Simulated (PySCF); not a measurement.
**Working out the ionisation energy of Cu²⁺**

Cu²⁺ [Ar] 3d9 (2D) → Cu³⁺ [Ar] 3d8 (3F). Computed with PySCF 2.14 in cc-pVTZ-DK (7s6p4d2f1g, 68 functions), with the spin-free X2C one-electron Hamiltonian (Gaussian nucleus). Frozen: [Ar]. Energies in hartree (1 hartree = 27.21139 eV):

```json
{"part": "UHF", "Cu²⁺ (lower)": "-1652.277061", "Cu³⁺ (upper)": "-1651.027044"}
{"part": "MP2 opposite-spin", "Cu²⁺ (lower)": "-0.218605", "Cu³⁺ (upper)": "-0.152566"}
{"part": "MP2 same-spin", "Cu²⁺ (lower)": "-0.125411", "Cu³⁺ (upper)": "-0.092512"}
```

What does Hartree-Fock give?

(-1651.027044) − (-1652.277061) = 1.250017 hartree = 34.015 eV.

What do MP2 and SCS-MP2 (6/5 opposite-spin, 1/3 same-spin) give?

The opposite-spin parts differ by 1.797 eV and the same-spin parts by 0.895 eV. MP2: 34.015 + (1.797) + (0.895) = 36.707 eV. SCS-MP2: 34.015 + 1.2 × (1.797) + (0.895)/3 = 36.470 eV.

Reference: 36.841 ± 0.012 eV (measured; NIST Atomic Spectra Database, ionization energies), between the lowest levels; spin-orbit coupling is absent from the calculation.

What remains against the reference includes basis incompleteness, the frozen core and correlation beyond second order.
